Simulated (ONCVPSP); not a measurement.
# Before and after: ONCV potential for Os

Os, optimised norm-conserving Vanderbilt (ONCV), made with ONCVPSP 4.0.1 (PBE, fully relativistic). Core [Kr] 4d10 4f14, reference 5s2 5p6 5d6 6s1.5 6p0.5. Waves: 5s+6s: rc 1.40 bohr, ncon 3, nbas 6, qcut 6.6 1/bohr, 2 projectors; 5p+6p: rc 1.50 bohr, ncon 4, nbas 7, qcut 10.4 1/bohr, 2 projectors; 5d: rc 2.05 bohr, ncon 3, nbas 8, qcut 7.9 1/bohr, 2 projectors, debl 1.2 Ha. Local part: polynomial inside 1.25 bohr (lpopt 5, dvloc0 0 Ha). Core correction: Teter function, fcfact 2.25, rcfact 1.4.

Open shells are filled in proportion to 2j + 1.

Change: all radii but the core radius scaled by about 1.04 (s 1.46, p 1.56, d 2.14 bohr); local potential polynomial inside 1.30 bohr (lpopt 5, dvloc0 0 Ha).

Cutoffs: the cutoffs (Ha) at which the residual kinetic energy of the hardest occupied pseudo-wave falls to 1 and 0.1 mHa per electron; they do not see the model core or the augmentation charge, which bear on the density cutoff. Errors are all-electron minus pseudo energies relative to the spin-unpolarised reference configuration.

Task: What does the change do?

Result: The potential gets softer (33 Ha and 51 Ha → 32 Ha and 43 Ha); of the 4 tests that both files solve, the error grows in 1 and shrinks in 0 by more than 15 % and 0.3 meV (median size 0.1 → 0.2 meV); neither file shows a bound ghost. A larger radius leaves more room for a smooth pseudo-wave, so fewer plane waves are needed.

```csv
quantity,base,changed
"cutoff, loose",33 Ha,32 Ha
"cutoff, tight",51 Ha,43 Ha
loose cutoff by channel,"s 20 Ha, p 33 Ha, d 18 Ha","s 19 Ha, p 32 Ha, d 17 Ha"
bound ghosts,none,none
GHOST(+) flags under 300 eV,s at 199.8 eV,s at 200.0 eV
"error for 5s2 5p6 5d6 6s2 6p0, meV [ΔE -2.46 eV]",-0.2,-0.3
"error for 5s2 5p6 5d6 6s1 6p0, meV [ΔE 7.13 eV]",+0.1,+0.1
"error for 5s2 5p6 5d6 6s0 6p0, meV [ΔE 24.05 eV]",-1.0,-1.5
"error for 5s2 5p6 5d6 6s1.5 6p0, meV [ΔE 1.46 eV]",0.0,+0.1
"rms error of d²Exc/dni dnj with the model core, mHa",3.91,3.91
```
